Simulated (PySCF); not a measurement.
# Core-level binding energies of `O=[C]([O-])[GeH2][SH]`

Compound: CH3GeO2S (charge -1).
Numbering: `[O:1]=[C:2]([O-:3])[GeH2:4][SH:5]`

Computed, not measured: delta-SCF UKS SCAN, pcX-2 on the ionised atom, pcseg-1 elsewhere, spin-free X2C (PySCF 2.14.0). These are vertical core ionisation energies against the vacuum level, from separate self-consistent calculations with and without the core hole.

Question: What binding energy does each computed site have?

Answer: 
```tsv
atom(s)	environment	level	binding energy (eV)	count
S5	sulfur bonded to Ge and H	S 1s	2471.99	1
O1/O3	oxygen bonded to C	O 1s	531.93	2
C2	carbon bonded to Ge and 2 O	C 1s	288.67	1
```

Question: Give the binding energy of S 1s of S5 in hartree and in kJ/mol.

Answer: 2471.99 eV = 90.8440 Eh = 238511 kJ/mol.

Question: Which effective nuclear charge Zeff reproduces each element's mean 1s value in the hydrogen-like formula E = 13.606 eV × Zeff²?

Answer: C (Z = 6): mean 288.7 eV, Zeff = 4.61, Z − Zeff = 1.39; O (Z = 8): mean 531.9 eV, Zeff = 6.25, Z − Zeff = 1.75; S (Z = 16): mean 2472.0 eV, Zeff = 13.48, Z − Zeff = 2.52. Means run over the listed sites, weighted by atom count.

One atom of each set of topologically equivalent atoms was ionised and stands for the set; in this conformer not all members are related by symmetry, and their own values weren't computed. Not every level is listed. No level of germanium is listed. The species carries charge -1, so core ionisation leaves a neutral species. The basis sets have no added diffuse functions. One conformer (not necessarily the lowest) at the PBE0-D3(BJ)/def2-SVP geometry, without solvent, vibrations or thermal averaging.

Shape of the structure used: `[O:1]=[C:2]([O-:3])[GeH2:4][SH:5]`: O1–C2–Ge4–S5 179°, H–S5–Ge4–C2 1°.
